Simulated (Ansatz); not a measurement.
Wavefunction ladder for CH₅GeNO₂, SMILES `N[C](=O)[GeH2][OH]`

```xyz
10

N    -0.9817    0.4989    1.4688
C     0.0231    0.5307    0.5729
O     0.9353    1.3344    0.6262
Ge    0.0973   -0.7713   -0.9519
O     1.5860   -0.2359   -1.7400
H    -1.7252   -0.1722    1.4066
H    -0.9895    1.1679    2.2240
H     0.2350   -2.2299   -0.4791
H    -1.0984   -0.6295   -1.9113
H     1.9181    0.5070   -1.2161
```

Total charge 0; spin multiplicity 1. Correlated methods include outer-core shells of Ge, which these sets cover unevenly. Scalar relativity is left out up to krypton. The structure was optimised at the PBE0-D4/def2-TZVP level. It is one conformer, not always the lowest. Frozen core, restricted reference, the Gaussian-basis code of Ansatz.

| basis | HF (Eh) | MP2 corr. | CCSD corr. | (T) | CCSD(T) total |
| --- | --- | --- | --- | --- | --- |
| def2-SVP | -2319.89086 | -0.89714 | ? | -0.02758 | ? |
| def2-TZVPP | ? | ? | -1.11062 | ? | ? |
| def2-QZVPP | -2320.51113 | -1.42448 | – | – | – |

(1) Fill in the withheld values. (Estimate.)

## Answers

(1) The calculation gave: def2-SVP CCSD corr.: -0.91884; def2-SVP CCSD(T) total: -2320.83728; def2-TZVPP HF (Eh): -2320.45764; def2-TZVPP MP2 corr.: -1.09690; def2-TZVPP (T): -0.04558; def2-TZVPP CCSD(T) total: -2321.61384.
